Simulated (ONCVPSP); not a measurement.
**Before and after: ONCV potential for Ni**

| Item | Value |
| --- | --- |
| Element | nickel (Ni) |
| Generator | ONCVPSP 4.0.1 |
| Type | optimised norm-conserving Vanderbilt (ONCV) |
| Functional | revPBE |
| Relativity | scalar-relativistic |
| Frozen core | [Ne] |
| Valence charge | 18 |
| Reference configuration | 3s2 3p6 3d8 4s1 (charge +1) |
| Partial waves | 3s+4s: rc 1.25 bohr, ncon 3, nbas 6, qcut 7.4 1/bohr, 3 projectors, debl 3.9 Ha; 3p: rc 0.80 bohr, ncon 4, nbas 9, qcut 11.6 1/bohr, 2 projectors, debl 2.5 Ha; 3d: rc 1.15 bohr, ncon 3, nbas 8, qcut 13.8 1/bohr, 2 projectors, debl 0.8 Ha |
| Local potential | polynomial inside 0.50 bohr (lpopt 2, dvloc0 0 Ha) |
| Core correction | none |

In the p channel the program set the typed energies aside and used -2.957, 0.250 Ha.

All-electron outer shells of the reference configuration (revPBE, scalar-relativistic, ld1.x):

```csv
shell,level (eV),outermost node (bohr),outermost maximum (bohr)
2p,-853.53,–,0.16
3s,-120.18,0.30,0.64
3p,-80.47,0.27,0.65
3d,-17.83,–,0.63
4s,-13.04,0.92,2.13
```

Change: all radii scaled by about 1.31 (s 1.64, p 1.04, d 1.50 bohr); local potential polynomial inside 0.66 bohr (lpopt 2, dvloc0 0 Ha).

Cutoffs: the cutoffs (Ha) at which the residual kinetic energy of the hardest occupied pseudo-wave falls to 1 and 0.1 mHa per electron; they do not see the model core or the augmentation charge, which bear on the density cutoff. Errors are all-electron minus pseudo energies relative to the spin-unpolarised reference configuration.

Question: Predict the effect on cutoff, ghosts and configuration errors.

Answer: The potential gets softer (72 Ha and 185 Ha → 58 Ha and 67 Ha); of the 4 tests that both files solve, the error grows in 4 and shrinks in 0 by more than 15 % and 0.3 meV (median size 2.0 → 10.7 meV); neither file shows a bound ghost. A larger radius leaves more room for a smooth pseudo-wave, so fewer plane waves are needed. More of the atom is replaced by a form fitted at one configuration, so other configurations suffer.

| quantity | base | changed |
| --- | --- | --- |
| cutoff, loose | 72 Ha | 58 Ha |
| cutoff, tight | 185 Ha | 67 Ha |
| loose cutoff by channel | s 14 Ha, p 46 Ha, d 72 Ha | s 16 Ha, p 42 Ha, d 58 Ha |
| bound ghosts | none | none |
| GHOST(+) flags under 300 eV | none | none |
| error for 3s2 3p6 3d8 4s2, meV [ΔE -9.22 eV] | +1.6 | +2.2 |
| error for 3s2 3p6 3d8 4s0, meV [ΔE 17.18 eV] | +0.3 | +0.7 |
| error for 3s2 3p6 3d7 4s0, meV [ΔE 54.53 eV] | +2.4 | +19 |
| error for 3s2 3p6 3d9 4s0, meV [ΔE -3.05 eV] | +8.3 | +20 |
